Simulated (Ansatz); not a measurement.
Isolated molecules relaxed with PBE0-D4/def2-TZVP in Ansatz; ΔE leaves out vibrations. CBS: MP2 limit from def2 TZ/QZ plus the TZ coupled-cluster correction, frozen cores. This one scheme is used for every species. DFT in def2-TZVPP. Elements past krypton have def2 core potentials. For Hf outer-core shells are correlated without core-valence functions, which leaves a few kJ/mol of doubt a bond. Each species was taken in one conformer, which may not be the lowest.

Consider the formal hydrolysis of the Hf–S bond: `[OH][Hf]([OH])([SH])[SH]` + H₂O → `[OH][Hf]([OH])([OH])[SH]` + H₂S.

```
                   species  BHLYP-D4 energy (Eh)
`[OH][Hf]([OH])([SH])[SH]`            -997.43130
                       H₂O             -76.42330
`[OH][Hf]([OH])([OH])[SH]`            -674.46562
                       H₂S            -399.40149
```

Task: Work out ΔE.

Result: ΔE = (-674.46562) + (-399.40149) − (-997.43130) − (-76.42330) = -0.01251 Eh = -7.9 kcal/mol. CCSD(T)/CBS gives -6.3 kcal/mol.

Task: What do rigid-rotor, harmonic-oscillator terms from PBE0-D4/def2-TZVP frequencies (298.15 K, 1 bar) make of the CCSD(T)/CBS value? (Estimate.)

Result: Computed: ΔZPE = -2.1 kcal/mol, ΔH = -8.2 kcal/mol, ΔS = 22 J/(mol·K), ΔG = -9.8 kcal/mol.

Largest T1 diagnostic among the species: 0.016.

The D4 term adds +1.1 kcal/mol with B3LYP and +0.6 kcal/mol with PBE0; it sums over pairs of atoms, weighted by their polarisabilities, and B3LYP, whose exchange is more repulsive, gets the larger term. At CCSD(T), def2-SVP lies −4.6 kcal/mol from the extrapolated value and def2-TZVPP −0.5 kcal/mol.

B3LYP here is the variant with VWN-RPA as its local correlation; programs differ in this.
